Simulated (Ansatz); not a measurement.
Te₅Pb₆. Total charge 0; triplet. Geometry PBE-D4/def2-SVP, that of the neutral singlet; atoms count from 1.

```
atom    x (Å)    y (Å)    z (Å)
 Pb1   0.8211  -1.7574   2.2701
 Pb2   0.6576  -2.5979  -2.6105
 Pb3  -0.1916   1.9874   2.5779
 Pb4   0.8584   2.5839  -1.2115
 Pb5   2.5357  -0.1905  -2.0812
 Pb6  -2.2034  -0.3105  -0.1684
 Te7  -0.6385  -3.0372   0.0327
 Te8  -1.8328  -0.4799   2.9823
 Te9  -0.4054   0.2619  -2.9106
Te10   2.1940   0.6863   0.8800
Te11  -1.7951   2.8539   0.2392
```

In the def2 sets Pb, Te take a core potential; there is no spin–orbit coupling. The gap within one spin of the charge 0 triplet nearly closes, so an electron or hole may be smeared out by delocalisation error. At PBE-D4/def2-SVP a singlet of charge 0 lies 1.13 eV below the triplet at the same geometry. The structure comes from a short search, and lower isomers may exist.

Estimate the Mulliken populations from the PBE/def2-SVP orbitals of Ansatz.


| atom | charge (e) | spin (α − β) |
| --- | --- | --- |
| Pb1 | 0.32 | 0.15 |
| Pb2 | 0.19 | 0.54 |
| Pb3 | 0.31 | 0.16 |
| Pb4 | 0.27 | 0.18 |
| Pb5 | 0.20 | 0.59 |
| Pb6 | 0.38 | 0.31 |
| Te7 | -0.33 | 0.06 |
| Te8 | -0.34 | -0.03 |
| Te9 | -0.31 | -0.03 |
| Te10 | -0.36 | 0.01 |
| Te11 | -0.34 | 0.05 |
Mulliken values and Mayer orders depend strongly on the basis.

Where does the spin sit?

Summed by element: Pb 1.94, Te 0.06, of 2 unpaired in all. Largest on single atoms: Pb5 0.59, Pb2 0.54, Pb6 0.31.

And the Mayer bond orders between bonded heavy atoms (over 0.3)?

Pb1–Te7 0.80 (2.96 Å); Pb1–Te8 0.79 (3.03 Å); Pb1–Te10 0.56 (3.13 Å); Pb2–Pb5 0.62 (3.10 Å); Pb2–Te7 0.87 (2.98 Å); Pb2–Te9 0.64 (3.07 Å); Pb3–Te8 0.82 (2.99 Å); Pb3–Te10 0.49 (3.20 Å); Pb3–Te11 0.85 (2.97 Å); Pb4–Te9 0.56 (3.14 Å); Pb4–Te10 0.59 (3.12 Å); Pb4–Te11 0.80 (3.04 Å); Pb5–Te9 0.71 (3.09 Å); Pb5–Te10 0.59 (3.11 Å); Pb6–Te7 0.53 (3.15 Å); Pb6–Te8 0.58 (3.18 Å); Pb6–Te9 0.37 (3.33 Å); Pb6–Te11 0.48 (3.22 Å).
